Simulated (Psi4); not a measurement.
C2H9GeNO (SMILES [CH3][Ge]([CH3])([NH2])[OH]), singlet, geometry from GFN2-xTB; B3LYP/def2-TZVPPD in Psi4.

Here is a job for Psi4.
```
memory 2 GB

molecule {
0 1
  C    -1.28942470    1.40117330    0.56007623
  Ge    0.00161336   -0.00541115    0.01227950
  C     1.46255608   -0.36380111    1.31198806
  N    -0.99528980   -1.45083253   -0.54507474
  O     0.87446564    0.48725495   -1.43297156
  H    -2.08153298    1.48974874   -0.17737985
  H    -1.73973114    1.16660541    1.51841672
  H    -0.78644848    2.35937462    0.64459283
  H     1.06749036   -0.64399104    2.28402252
  H     2.09900428   -1.16516002    0.94913746
  H     2.07092210    0.52585849    1.42787737
  H    -0.45255140   -2.22713898   -0.89912622
  H    -1.64488938   -1.81659535    0.13527224
  H     0.34862424    0.51800973   -2.22884730
}

set basis def2-tzvppd

energy('b3lyp')
print_variables()
```

What the program printed (banner, timings and long lists left out):

```
   => Loading Basis Set <=

    Name: DEF2-TZVPPD
    Role: ORBITAL
    Keyword: BASIS

         ---------------------------------------------------------
                                   SCF
               by Justin Turney, Rob Parrish, Andy Simmonett
                          and Daniel G. A. Smith
                              RKS Reference
         ---------------------------------------------------------

  ==> Geometry <==

    Molecular point group: c1
    Full point group: C1

    Geometry (in Angstrom), charge = 0, multiplicity = 1:

       Center              X                  Y                   Z               Mass
    ------------   -----------------  -----------------  -----------------  -----------------
         C           -1.297592145799     1.403112988521     0.585610541634    12.000000000000
         GE          -0.006554085799    -0.003471461479     0.037813811634    73.921177761000
         C            1.454388634201    -0.361861421479     1.337522371634    12.000000000000
         N           -1.003457245799    -1.448892841479    -0.519540428366    14.003074004430
         O            0.866298194201     0.489194638521    -1.407437248366    15.994914619570
         H           -2.089700425799     1.491688428521    -0.151845538366     1.007825032230
         H           -1.747898585799     1.168545098521     1.543951031634     1.007825032230
         H           -0.794615925799     2.361314308521     0.670127141634     1.007825032230
         H            1.059322914201    -0.642051351479     2.309556831634     1.007825032230
         H            2.090836834201    -1.163220331479     0.974671771634     1.007825032230
         H            2.062754654201     0.527798178521     1.453411681634     1.007825032230
         H           -0.460718845799    -2.225199291479    -0.873591908366     1.007825032230
         H           -1.653056825799    -1.814655661479     0.160806551634     1.007825032230
         H            0.340456794201     0.519949418521    -2.203312988366     1.007825032230

  Running in c1 symmetry.

  Rotational constants: A =      0.10990  B =      0.10182  C =      0.09394 [cm^-1]
  Rotational constants: A =   3294.66460  B =   3052.55531  C =   2816.23503 [MHz]
  Nuclear repulsion =  414.340913161671097

  Charge       = 0
  Multiplicity = 1
  Electrons    = 68
  Nalpha       = 34
  Nbeta        = 34

  ==> Algorithm <==

  SCF Algorithm Type is DF.
  DIIS enabled.
  MOM disabled.
[...]
   @DF-RKS iter   5: -2288.82018073326662   -2.98893e-02   1.01215e-04 ADIIS/DIIS
   @DF-RKS iter   6: -2288.82074567455356   -5.64941e-04   3.89308e-05 DIIS
   @DF-RKS iter   7: -2288.82080245295765   -5.67784e-05   1.78869e-05 DIIS
   @DF-RKS iter   8: -2288.82081765376915   -1.52008e-05   1.41502e-06 DIIS
   @DF-RKS iter   9: -2288.82081769220895   -3.84398e-08   1.14999e-06 DIIS
   @DF-RKS iter  10: -2288.82081776148743   -6.92785e-08   1.32933e-07 DIIS
  Energy and wave function converged.

  ==> Post-Iterations <==

   Electrons on quadrature grid:
      Ntotal   =   67.9999338161 ; deviation = -6.618e-05

    Orbital Energies [Eh]
    ---------------------

    Doubly Occupied:

[...]
      34A     -0.257853

    Virtual:

[...]
    Final Occupation by Irrep:
              A
    DOCC [    34 ]
    NA   [    34 ]
    NB   [    34 ]

  @DF-RKS Final Energy: -2288.82081776148743

   => Energetics <=

    Nuclear Repulsion Energy =            414.3409131616710965
    One-Electron Energy =               -4007.4736862970012226
    Two-Electron Energy =                1392.0925747442743159
    DFT Exchange-Correlation Energy =     -87.7806193704313813
    Empirical Dispersion Energy =           0.0000000000000000
    VV10 Nonlocal Energy =                  0.0000000000000000
    Total Energy =                      -2288.8208177614874330

Computation Completed

Properties will be evaluated at   0.000000,   0.000000,   0.000000 [a0]

Properties computed using the SCF density matrix

 Multipole Moments:

 ------------------------------------------------------------------------------------
     Multipole            Electronic (a.u.)      Nuclear  (a.u.)        Total (a.u.)
 ------------------------------------------------------------------------------------

 L = 1.  Multiply by 2.5417464519 to convert [e a0] to [Debye]
 Dipole X            :          0.6662795           -1.0495282           -0.3832487
 Dipole Y            :         -0.5438183            0.2492523           -0.2945660
 Dipole Z            :         -2.8052336            3.2811939            0.4759603
 Magnitude           :                                                    0.6783708

 ------------------------------------------------------------------------------------

  Variable Map:
  ----------------------------------------------------------------------------
[...]
  Array Variable Map:
  ----------------------------------------------------------------------------
[...]
[...]
```
